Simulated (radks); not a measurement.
Species: Ho I. Configuration: [Xe] 4f11 6s2 (the NIST ground configuration). Calculated with a radial shooting solver on a logarithmic mesh with Libxc functionals: scalar-relativistic Kohn-Sham, XLYP, spin-unpolarised, spherical densities, finite nucleus; Fermi nuclear charge, rms radius 5.2022 fm.

Unscreened Slater integrals over Kohn-Sham orbitals (eV). Empty in this configuration: 6p.

\begin{tabular}{lr}
integral & value \\ \hline
F0(4f,4f) & 30.366 \\
F2(4f,4f) & 13.946 \\
F4(4f,4f) & 8.6638 \\
F6(4f,4f) & 6.2099 \\
F0(4f,6s) & 7.9772 \\
G3(4f,6s) & 0.27189 \\
F0(4f,5p) & 19.231 \\
F2(4f,5p) & 6.5597 \\
G2(4f,5p) & 3.6283 \\
G4(4f,5p) & 2.7275 \\
F0(4f,5s) & 21.971 \\
G3(4f,5s) & 4.2417 \\
F0(4f,6p) & 5.3632 \\
F2(4f,6p) & 0.42990 \\
G2(4f,6p) & 0.11049 \\
G4(4f,6p) & 0.095680 \\
F0(6s,6s) & 6.0707 \\
F0(6s,5p) & 7.6857 \\
G1(6s,5p) & 0.53630 \\
F0(6s,5s) & 7.7958 \\
G0(6s,5s) & 0.26694 \\
F0(6s,6p) & 4.6911 \\
G1(6s,6p) & 2.5424 \\
F0(5p,5p) & 16.109 \\
F2(5p,5p) & 8.6064 \\
F0(5p,5s) & 17.418 \\
G1(5p,5s) & 11.506 \\
F0(5p,6p) & 5.2506 \\
F2(5p,6p) & 0.81705 \\
G0(5p,6p) & 0.14115 \\
G2(5p,6p) & 0.18140 \\
F0(5s,5s) & 19.183 \\
F0(5s,6p) & 5.2940 \\
G1(5s,6p) & 0.22686 \\
F0(6p,6p) & 3.9972 \\
F2(6p,6p) & 2.0741 \\
\end{tabular}

Derived for the open shells (J is the average intra-shell exchange parameter used in DFT+U). 4f: F4/F2 = 0.621, F6/F2 = 0.445, J = (286 F2 + 195 F4 + 250 F6)/6435 = 1.124 eV.
